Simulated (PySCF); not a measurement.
**Working out the excitation energy of Si²⁺**

Si²⁺ [Ne] 3s2 (1S) → Si²⁺ [Ne] 3p2 (3P). Computed with PySCF 2.14 in x2c-TZVPPall, with scalar relativity by spin-free X2C-1e. Frozen: [Ne]. Energies in hartree (1 hartree = 27.21139 eV):

| part | Si²⁺ (lower) | Si²⁺ (upper) |
| --- | --- | --- |
| UHF | -288.592427 | -288.038632 |
| CCSD correlation | -0.044452 | -0.010400 |
| (T) | 0.000000 | 0.000000 |

Task: What does Hartree-Fock give?

Result: (-288.038632) − (-288.592427) = 0.553795 hartree = 15.070 eV.

Task: What do CCSD and CCSD(T) give?

Result: The CCSD correlation energies differ by 0.034052 hartree = 0.927 eV and the triples by 0.000000 hartree = 0.000 eV, so CCSD gives 15.997 eV and CCSD(T) 15.997 eV.
